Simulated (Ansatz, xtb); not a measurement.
Ranking isomers of ClGeH5O2Si

7 gas-phase structures of ClGeH5O2Si, found in a search over its isomers (lower ones may exist). Each was relaxed with GFN2-xTB; where two conformers were screened, the lower at r2SCAN-D4/def2-SVP is listed:

A. `O[SiH2][O][GeH2][Cl]`, a singlet
B. `O[Si@H](Cl)[O][GeH3]`, a singlet
C. `O[SiH2][Ge@H]([OH])[Cl]`, a singlet
D. `[OH][Ge@H]([Cl])[O][SiH3]`, a singlet
E. `O[SiH](O)[GeH2][Cl]`, a singlet
F. a singlet given by its coordinates
G. `[OH][GeH2][O][SiH2]Cl`, a singlet

F (Å):

| atom | x (Å) | y (Å) | z (Å) |
| --- | --- | --- | --- |
| Cl | -0.1111 | 1.3365 | 1.0968 |
| Ge | -0.5224 | -0.2336 | 2.5873 |
| O | -0.5762 | -0.6034 | -1.3625 |
| O | -0.4296 | -1.9362 | 0.9754 |
| Si | -1.0202 | -1.9386 | -0.5928 |
| H | -0.4174 | 0.2142 | -0.8724 |
| H | -2.4507 | -2.0280 | -0.3389 |
| H | -0.3806 | -3.0624 | -1.2585 |
| H | 0.4694 | -2.2373 | 1.1031 |
| H | 1.1228 | -0.6544 | 2.7193 |

Close contacts (Å): Cl1–Ge2 2.20, Ge2–O4 2.35, O3–Si5 1.60, O4–Si5 1.68, Ge2–H10 1.70, O3–H6 0.97, O4–H9 0.96, Si5–H7 1.46, Si5–H8 1.45.

Question: Make a reasoned guess at their ranking by r2SCAN-D4/def2-SVP single-point energy.

Answer: Calculated order at r2SCAN-D4/def2-SVP: B (0.000), A (0.345), G (0.675), E (0.778), D (0.912), F (1.223), C (1.331) eV.

Energies above the lowest of each column, in eV; the last columns are at PBE-D3(BJ)/def2-SVP geometries and were run for some of them only (a dash: not run or not comparable):

```tsv
structure	GFN2-xTB	HF/STO-3G	r2SCAN-D4/def2-SVP	PBE-D3(BJ)/def2-SVP	CCSD(T)/def2-SVP + ΔMP2/def2-TZVPP
B	0.511	0.000	0.000	0.000	0.000
A	0.083	0.140	0.345	0.202	0.304
G	0.806	0.214	0.675	0.533	–
E	0.783	0.608	0.778	–	–
D	0.640	0.170	0.912	–	–
F	0.000	2.223	1.223	–	–
C	1.121	0.944	1.331	–	–
```

CCSD(T)/def2-SVP + ΔMP2/def2-TZVPP puts B lowest of those it was run on; GFN2-xTB picks F. Flexible structures stand in one conformer each, not always the lowest. Frequencies (PBE-D3(BJ)/def2-SVP) were run for A, B alone. ΔMP2 is the change of the MP2 energy from the smaller to the larger basis.

Over these structures GFN2-xTB departs from r2SCAN-D4/def2-SVP by 0.346 eV on average once a common shift is removed. A GFN2-xTB relaxation took about 0.41 s and the r2SCAN-D4/def2-SVP energy about 3.3 s on a shared host (Ansatz 0.2.0, xtb 6.7.1).
